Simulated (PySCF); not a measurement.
## CuF2: from structure and modes to constants

These are results of PySCF, UPBE0, basis Cu def2-TZVP, F def2-TZVP (no relativity, density fitting), not measurements.

The doublet minimum has D∞h symmetry. Masses (u): Cu 62.92960, F 18.99840.

```xyz
3
charge 0 multiplicity 2, angstrom
Cu    0.0000    0.0000    0.0000
F     0.0000    0.0000    1.7242
F     0.0000    0.0000   -1.7242
```

Harmonic wavenumbers (cm⁻¹): 187.6 (πu, ×2), 615.1 (σg+, ×1), 748.7 (σu+, ×1).

Problem. Find the principal moments of inertia and the rotational constants. What kind of rotor is it?

Solution. About the centre of mass I = 112.96 u Å². With B = 16.8576/I this gives 0.1492 cm⁻¹. The molecule is linear.

Problem. What is the harmonic zero-point energy?

Solution. Half the sum of all 4 wavenumbers, 1739/2 = 870 cm⁻¹, which is 10.4 kJ/mol (1 cm⁻¹ = 0.0119627 kJ/mol).

Problem. Find the vibrational entropy and heat capacity at 298.15 K.

Solution. With u = 1.43878 ω/T, each mode gives S = R[u/(eᵘ−1) − ln(1−e⁻ᵘ)] and C = R u² eᵘ/(eᵘ−1)².
| ω (cm⁻¹) | u | S (J/(mol K)) | C (J/(mol K)) |
| --- | --- | --- | --- |
| 187.6 (×2) | 0.905 | 9.42 | 7.77 |
| 615.1 | 2.968 | 1.78 | 4.18 |
| 748.7 | 3.613 | 1.06 | 3.09 |
The sums over all modes are S = 21.7 and C = 22.8 J/(mol K); the softest mode gives 43 % of the entropy (each member, where degenerate).

Problem. Give the standard entropy (298.15 K, 1 bar) by its translational, rotational, vibrational and spin parts, and Cp.

Solution. Sackur–Tetrode with M = 100.93 u gives 166.4; rotation with symmetry number 2 gives 62.7; vibration 21.7; spin R ln 2 = 5.8. The total is 256.6 J/(mol K), and Cp = 7/2 R + 22.8 = 51.9 J/(mol K).

Problem. Find the bond force constant k and the stretch–stretch coupling k′ of the valence force field.

Solution. For linear XMX, 4π²c²ω(σg)² = (k + k′)/mX and 4π²c²ω(σu)² = (k − k′)(1 + 2mX/mM)/mX. So k + k′ = 4.235 and k − k′ = 3.913 mdyn/Å, giving k = 4.074 and k′ = 0.161 mdyn/Å.

Other isomers or separated fragments may lie lower. With open d or f shells other occupations or spin states may lie lower.
